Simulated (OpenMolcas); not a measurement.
## How basis sets differ on C2H7NSi (SMILES C=N[SiH2]C)

C2H7NSi: 11 atoms, total charge 0, spin state singlet. As SMILES, `C=N[SiH2]C`. The coordinates come from a PBE0-D4/def2-TZVP relaxation. This is one conformer, not always the lowest.

```xyz
11

C    -0.7632    2.0272    0.3899
N    -0.7495    1.0016   -0.3364
Si   -0.3792   -0.6028    0.2474
C     1.0686   -1.2710   -0.7132
H    -0.9977    3.0090   -0.0395
H    -0.5503    2.0236    1.4719
H    -0.0751   -0.5816    1.7134
H    -1.5904   -1.4347    0.0234
H     0.8495   -1.2702   -1.7830
H     1.2928   -2.2960   -0.4079
H     1.9599   -0.6622   -0.5455
```

Quantity: the dipole moment, in D. The values are calculated.

```csv
level,kind,program,value (D),CPU time
HF/ANO-R0 (sfX2C),Hartree–Fock,OpenMolcas,1.14,8.7 s
HF/ANO-RCC-MB (DKH2),Hartree–Fock,OpenMolcas,1.22,6.2 s
HF/STO-3G,Hartree–Fock,OpenMolcas,1.39,2.1 s
HF/3-21G,Hartree–Fock,OpenMolcas,1.58,2.7 s
HF/ANO-XS-VDZ (DKH2),Hartree–Fock,OpenMolcas,1.65,6.2 s
HF/6-31G* (spherical functions),Hartree–Fock,OpenMolcas,1.48,6.2 s
```

The values span 1.14 to 1.65 D. Magnitudes only. Sets without polarisation functions give poor dipoles. Times are those of the runs behind each value, whatever else they computed, on shared processors of several kinds: orders of magnitude only.
